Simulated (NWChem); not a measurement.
System: CH4GeO2, singlet; SMILES C[O][Ge][OH]

The following NWChem deck was run.

```
start job
memory heap 200 mb stack 900 mb global 1100 mb
geometry units angstroms noautoz
  Ge     0.388307    -0.680655     0.112193
  O     -1.355040    -0.795926    -0.272675
  H     -1.852520     0.025165    -0.370720
  O      0.590568     1.098379     0.235101
  C     -0.371218     2.100077     0.099339
  H     -1.321407     1.861700     0.617851
  H      0.010198     3.035948     0.539384
  H     -0.608113     2.306650    -0.961423
end
basis spherical
  * library aug-pcseg-1
end
dft
  xc xtpss03 ctpss03
  iterations 150
  mulliken
end
task dft energy
```

Low-valent species are run as closed-shell singlets; no triplet was tried in these runs. Structure relaxed at the PBE0/def2-SVP level.

**Question.** What results follow from this input? (TPSS/aug-pcseg-1.) Quantities: basis functions; energy (Ha); highest occupied level (eV); orbital gap (eV); dipole (D).

**Answer.** 
```yaml
number_of_basis_functions: 141
energy (Ha): -2267.74
highest occupied level (eV): -6.88
orbital gap (eV): 4.50
dipole (D): 1.50
```
